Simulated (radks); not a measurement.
Values are calculated unless marked as measured or tabulated.
Q: Radial electron density D(r) = 4 pi r^2 rho(r) of an atom or ion with 2 electrons. Code: a radial shooting solver on a logarithmic mesh with Libxc functionals. Model: non-relativistic Kohn-Sham, LDA (Slater exchange, Perdew-Wang correlation), spin-polarised, spherical densities, point nucleus.

r (bohr),D(r) (e/bohr)
0.008711,0.1658
0.01064,0.2408
0.01289,0.3426
0.01575,0.4911
0.01908,0.6882
0.0233,0.9679
0.02824,1.327
0.03449,1.814
0.04179,2.407
0.05104,3.159
0.06185,3.995
0.07554,4.936
0.09153,5.821
0.1118,6.589
0.1355,7.021
0.1654,6.998
0.2005,6.439
0.2448,5.340
0.2967,3.972
0.3624,2.521
0.4391,1.374
0.532,0.6125
0.6498,0.2035
0.7873,0.05224
0.9616,0.008647
1.165,0.0009860

What is the nuclear charge?

A: Z = 7. The innermost maximum, from 1s, lies near 1/Z = 0.143 bohr (found: 0.149), and its height grows with Z. The density is that of the nitrogen ion N5+ in [He]; the configuration itself is not fixed sharply by these data. D(r) has 1 maximum, at r = 0.149 bohr.
